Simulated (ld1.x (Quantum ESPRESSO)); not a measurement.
# An all-electron radial function and its pseudo partner (Ca (Z = 20))

Columns: radius, all-electron u(r) and pseudo u(r) of the 3p shell (level -43.03 eV) of calcium in the configuration [Ne] 3s2 3p6 3d0 4s0 4p0; revPBE, scalar-relativistic, ultrasoft scheme, ld1.x (Quantum ESPRESSO) 7.5.

```tsv
r (bohr)	all-electron	pseudo
0.163	0.4617	-0.0328
0.325	0.2754	-0.1244
0.488	-0.2050	-0.2593
0.650	-0.6076	-0.4124
0.813	-0.8521	-0.5594
0.975	-0.9506	-0.6754
1.138	-0.9478	-0.7459
1.300	-0.8846	-0.7639
1.463	-0.7906	-0.7335
1.625	-0.6866	-0.6669
1.788	-0.5833	-0.5796
1.950	-0.4883	-0.4883
2.113	-0.4038	-0.4038
2.275	-0.3314	-0.3314
2.438	-0.2698	-0.2698
2.600	-0.2188	-0.2188
2.763	-0.1763	-0.1763
2.925	-0.1417	-0.1417
3.088	-0.1132	-0.1132
3.250	-0.0902	-0.0902
3.413	-0.0715	-0.0715
3.575	-0.0566	-0.0566
3.738	-0.0446	-0.0446
3.900	-0.0351	-0.0351
4.063	-0.0275	-0.0275
4.225	-0.0215	-0.0215
```

Problem. How many radial nodes do the two functions have?

Solution. The all-electron 3p function has n − l − 1 = 1; the pseudo-wave has 0, since the states of the same l below it are removed with the core.

Problem. At about which radius was the pseudo-wave matched?

Solution. 2.20 bohr. The columns agree to 0.0005 from 1.95 bohr on; several derivatives are matched, so the curves merge somewhat inside the radius.

Problem. Is the pseudo-wave norm-conserving?

Solution. No, it belongs to an ultrasoft set: the norm inside the radius is not constrained, and the difference is carried by the augmentation charge.
